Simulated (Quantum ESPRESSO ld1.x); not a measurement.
Q: Yb IV, 67 electrons, occupied as [Xe] 4f11 5f2 (not the ground configuration). Method: Dirac Kohn-Sham, LDA (Slater exchange, Perdew-Zunger correlation), spin-unpolarised, spherical densities, point nucleus; open shells fill j = l - 1/2 first; computed with ld1.x of Quantum ESPRESSO 7.5. Some entries of the table are withheld. Estimate them.

| orbital | occ. | eigenvalue (hartree) | r(max) (bohr) |
|---|---|---|---|
| 1s1/2 | 2 | -2248.22 | 0.01237 |
| 2s1/2 | 2 | -382.683 | (1) |
| 2p1/2 | 2 | (2) | 0.05297 |
| 2p3/2 | 4 | (3) | 0.05940 |
| 3s1/2 | 2 | -88.1405 | 0.1999 |
| 3p1/2 | 2 | (4) | 0.1876 |
| 3p3/2 | 4 | (5) | 0.2009 |
| 3d3/2 | 4 | -59.0840 | 0.1581 |
| 3d5/2 | 6 | -57.3025 | 0.1618 |
| 4s1/2 | 2 | (6) | 0.4551 |
| 4p1/2 | 2 | -16.0964 | 0.4562 |
| 4p3/2 | 4 | -14.2233 | 0.4845 |
| 4d3/2 | 4 | (7) | (8) |
| 4d5/2 | 6 | (9) | (10) |
| 5s1/2 | 2 | -3.89299 | 1.038 |
| 5p1/2 | 2 | -2.96054 | 1.113 |
| 5p3/2 | 4 | -2.66930 | 1.189 |
| 4f5/2 | 6 | -2.37847 | 0.4691 |
| 4f7/2 | 5 | -2.32126 | 0.4740 |
| 5f5/2 | 2 | -0.49859 | 3.150 |
| 5f7/2 | 0 | -0.49711 | 3.168 |

A: 
(1) 2s1/2 r(max) (bohr): 0.07081
(2) 2p1/2 eigenvalue (hartree): -365.204
(3) 2p3/2 eigenvalue (hartree): -326.774
(4) 3p1/2 eigenvalue (hartree): -80.4176
(5) 3p3/2 eigenvalue (hartree): -72.2662
(6) 4s1/2 eigenvalue (hartree): -19.2241
(7) 4d3/2 eigenvalue (hartree): -9.06422
(8) 4d3/2 r(max) (bohr): 0.4842
(9) 4d5/2 eigenvalue (hartree): -8.71949
(10) 4d5/2 r(max) (bohr): 0.4933
